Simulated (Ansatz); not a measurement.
Input file for Ansatz (a first-principles code): R-CAM-B3LYP/def2-TZVPP on Cl2 (SMILES ClCl).

Ansatz 0.2 input:
```yaml
crystal:
  periodic: [false, false, false]
  atoms:
    - {symbol: Cl, position_ang: [0.00000000, 0.00000000, 1.00675153]}
    - {symbol: Cl, position_ang: [-0.00000000, -0.00000000, -1.00675153]}
basis:
  gaussian:
    orbitals: def2-TZVPP
hamiltonian:
  xc: {name: CAM-B3LYP}
scf: {lower_state_search: off}
```

It printed:

```
WARN ansatz: RAYON_NUM_THREADS=4 ignored (pool sized by the plan → 4); use --threads N
Functional definition: CAM-B3LYP
these checks for a lower state are left out or cut short: stability, starts, cluster_reference, orbital_swaps, neighbouring_geometries, increment
integrals: 0.02 GiB planned
626 factors; their error is unknown
integrals: 0.06 GiB planned
89 factors; integrals over basis functions are off by at most 5.5e-5 eV
mean field: 0.24 GiB planned
mean field evaluation 1: about -25045.5897 eV, gradient 1.1e1 eV
mean field evaluation 2: about -25045.7285 eV, gradient 8.1e0 eV
mean field evaluation 4: about -25045.8251 eV, gradient 2.3e-1 eV
mean field evaluation 8: about -25045.8698 eV, gradient 1.3e-3 eV
mean field -25045.86982629 eV, -920.4187394160 hartree, gradient 1.1e-6 eV, S^2 0.000000; 0 other end points of the search recorded, 0 dependent functions left out
reference -25045.86992042 eV, -920.4187428750 hartree; 17, 17 occupied and 67, 67 virtual orbitals, 626 factors
Total energy: -25045.86992042 eV, -920.4187428750 hartree
Checks for a lower state left out: stability, starts, cluster_reference, orbital_swaps, neighbouring_geometries, increment
```

The calculation finished and met its thresholds.

Cost: about 1.3 core-seconds (a rough figure).
